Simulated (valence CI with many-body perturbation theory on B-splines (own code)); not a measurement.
# E1 transitions of Ce+

Computed by configuration interaction combined with many-body perturbation theory (CI+MBPT): three valence electrons over a frozen Dirac-Fock core [Xe], radial functions for each j: 7 s, 7 p, 7 d, 7 f, 4 g, 2 h, with the one-electron correlation potential Σ1, the two-electron term Σ2, the three-electron term Σ3, Breit, model QED; selected CI, second order for the rest, scaled by the run's own slope (own B-spline code, finite nucleus).

Against 89 measured levels this calculation errs by 839 cm⁻¹ on average and by 1676 at most. These come from a selection out of the NIST Handbook of Basic Atomic Spectroscopic Data. Levels without a partner in it may be off by more, other configurations by several thousand cm⁻¹. 1 measured level below the end of the list, from 5119 cm⁻¹ on, found no clear computed partner.

Lines 51 to 100 of 457 in falling wavelength, among levels below 2.514 eV, chosen from the strongest by gf and those to the six lowest levels. Wavelengths and rates use the calculated energies, so an error of 800 cm⁻¹ moves a line at 15260 Å by 12 % and its rate by three times that or more. Electric multipoles are in the length gauge, E1 and E2 with the static RPA response of the core. Weak lines are less certain than strong ones. Lines between different terms over intervals too small for the method are left out, as are lines whose strength nearly cancels and 74 of this kind that miss the measured wavelength by over 7 %. Where a level lies close to another of its J and parity, the split of strength between their lines is uncertain. The highest levels of a list are the least certain.

Names give the largest LS component (configuration and term), which can be under half, so a name can repeat, a term be missing and a line seem to break the LS rules; names also repeat where a configuration has a term twice. Letters in brackets count levels of one name in rising energy.

```
λ vac (Å)                Upper                 Lower   A (s⁻¹)  S (a.u.) with core polarisation  S without
    15260    4f2.5d 4F_9/2 [b]    4f.5d2 4D°_7/2 [b]  1.51e+04                         2.64e-01   7.56e-01
    15080    4f2.5d 2F_5/2 [b]    4f.5d2 2G°_7/2 [a]  1.49e+04                         1.51e-01   2.34e-01
    14960        4f2.6s 2D_3/2  4f.5d.6s 2F°_5/2 [b]  3.97e+04                         2.63e-01   3.43e-01
    14920  4f.5d2 2H°_11/2 [d]         4f2.6s 2H_9/2  2.82e+04                         5.55e-01   6.30e-01
    14900    4f2.5d 2F_5/2 [b]      4f.5d.6s 4D°_5/2  2.03e+04                         1.99e-01   2.40e-01
    14850    4f2.5d 4P_1/2 [b]      4f.5d.6s 4D°_1/2  6.81e+04                         2.20e-01   2.65e-01
    14790        4f2.6s 4F_3/2    4f.5d2 2P°_1/2 [a]  4.86e+03                         3.10e-02   3.39e-02
    14570   4f.5d2 4F°_7/2 [c]         4f2.6s 4H_9/2  1.28e+04                         1.56e-01   6.89e-02
    14520   4f2.5d 4H_13/2 [b]   4f.5d2 4G°_11/2 [b]  7.98e+03                         1.69e-01   4.13e-01
    14290       4f2.5d 4K_11/2    4f.5d2 2G°_9/2 [a]  3.51e+04                         6.08e-01   1.17e+00
    14090    4f2.5d 2F_7/2 [b]  4f.5d.6s 2F°_7/2 [b]  4.37e+04                         4.82e-01   6.01e-01
    14070    4f2.5d 2H_9/2 [a]    4f.5d2 2G°_9/2 [a]  1.82e+04                         2.50e-01   5.74e-01
    14060    4f2.5d 4H_9/2 [b]    4f.5d2 4G°_7/2 [b]  1.06e+04                         1.46e-01   3.86e-01
    14030       4f2.5d 2I_13/2   4f.5d2 2H°_11/2 [a]  5.80e+04                         1.11e+00   1.97e+00
    14030    4f2.5d 4F_9/2 [a]     4f.5d.6s 4G°_11/2  1.03e+04                         1.40e-01   1.59e-01
    14010  4f.5d2 2I°_11/2 [b]        4f2.6s 2H_11/2  1.68e+04                         2.74e-01   3.45e-01
    13870        4f2.5d 4P_3/2  4f.5d.6s 2D°_3/2 [b]  5.24e+04                         2.76e-01   3.74e-01
    13860   4f2.5d 2H_11/2 [b]     4f.5d.6s 4G°_11/2  3.96e+04                         6.26e-01   7.54e-01
    13730    4f2.5d 2G_7/2 [c]    4f.5d2 2D°_5/2 [b]  1.01e+05                         1.03e+00   2.00e+00
    13620    4f2.5d 4D_3/2 [a]    4f.5d2 2D°_5/2 [a]  3.49e+04                         1.74e-01   2.15e-01
    13590    4f2.5d 4H_9/2 [b]    4f.5d2 2H°_9/2 [a]  1.88e+04                         2.33e-01   3.53e-01
    13500  4f.5d2 2I°_13/2 [b]    4f2.5d 2H_11/2 [a]  4.31e+04                         7.33e-01   9.22e-01
    13440        4f2.6s 4F_5/2    4f.5d2 4H°_7/2 [b]  4.49e+03                         3.23e-02   4.12e-02
    13430        4f2.5d 4I_9/2    4f.5d2 4H°_7/2 [b]  5.09e+04                         6.08e-01   1.31e+00
    13380    4f2.5d 2G_7/2 [a]    4f.5d2 4G°_9/2 [a]  3.10e+04                         2.93e-01   4.12e-01
    13340   4f2.5d 4G_11/2 [b]   4f.5d2 4G°_11/2 [b]  3.18e+04                         4.46e-01   1.27e+00
    13320    4f2.5d 4F_9/2 [b]  4f.5d.6s 2F°_7/2 [b]  1.90e+04                         2.22e-01   2.53e-01
    13320    4f2.5d 4G_5/2 [a]    4f.5d2 4H°_7/2 [b]  7.38e+03                         5.16e-02   9.03e-02
    13300    4f2.5d 4F_9/2 [a]   4f.5d2 4G°_11/2 [a]  9.45e+04                         1.10e+00   1.26e+00
    13270    4f2.5d 4G_5/2 [b]    4f.5d2 4G°_5/2 [c]  1.98e+04                         1.37e-01   4.57e-01
    13200   4f.5d2 2D°_3/2 [c]         4f2.6s 2F_5/2  5.51e+04                         2.50e-01   2.62e-01
    13180        4f2.5d 4D_5/2      4f.5d.6s 4D°_7/2  3.54e+04                         2.40e-01   2.91e-01
    13100    4f2.5d 2G_7/2 [b]      4f.5d.6s 4D°_7/2  3.58e+04                         3.18e-01   3.84e-01
    13050       4f2.5d 2I_11/2  4f.5d.6s 2G°_9/2 [b]  8.01e+04                         1.05e+00   1.80e+00
    13040    4f2.5d 4F_3/2 [b]      4f.5d.6s 4D°_3/2  5.63e+04                         2.47e-01   3.10e-01
    13000  4f.5d2 2I°_13/2 [b]        4f2.6s 2H_11/2  2.83e+05                         4.29e+00   4.93e+00
    12930   4f.5d2 2H°_9/2 [c]         4f2.6s 4H_9/2  3.13e+04                         3.34e-01   3.50e-01
    12830        4f2.5d 4D_5/2      4f.5d.6s 4D°_5/2  9.57e+04                         5.99e-01   7.54e-01
    12790    4f2.5d 4D_3/2 [b]      4f.5d.6s 4D°_5/2  8.48e+04                         3.50e-01   4.40e-01
    12760    4f2.5d 4G_7/2 [b]  4f.5d.6s 2F°_7/2 [a]  2.36e+04                         1.93e-01   3.45e-01
    12730    4f2.5d 2D_5/2 [a]    4f.5d2 2D°_5/2 [a]  2.32e+04                         1.42e-01   2.19e-01
    12730    4f2.5d 2D_5/2 [a]      4f.5d.6s 4D°_3/2  2.19e+04                         1.34e-01   1.68e-01
    12700    4f2.5d 4G_7/2 [c]    4f.5d2 4G°_7/2 [b]  3.67e+04                         2.97e-01   6.18e-01
    12690    4f2.5d 2H_9/2 [b]    4f.5d2 2G°_9/2 [b]  4.32e+04                         4.36e-01   6.67e-01
    12690    4f2.5d 4F_5/2 [a]      4f.5d.6s 4G°_7/2  3.47e+04                         2.10e-01   2.21e-01
    12680   4f2.5d 4H_11/2 [b]     4f.5d.6s 4G°_11/2  3.90e+04                         4.71e-01   7.53e-01
    12650    4f2.5d 2G_9/2 [a]    4f.5d2 4G°_9/2 [b]  6.29e+04                         6.29e-01   1.18e+00
    12650    4f2.5d 2G_9/2 [b]   4f.5d2 2H°_11/2 [b]  2.46e+04                         2.45e-01   2.98e-01
    12540       4f2.6s 2H_11/2    4f.5d2 2G°_9/2 [a]  3.75e+03                         4.38e-02   6.62e-02
    12530   4f.5d2 2G°_9/2 [e]         4f2.6s 2F_7/2  6.05e+04                         5.88e-01   6.56e-01
```
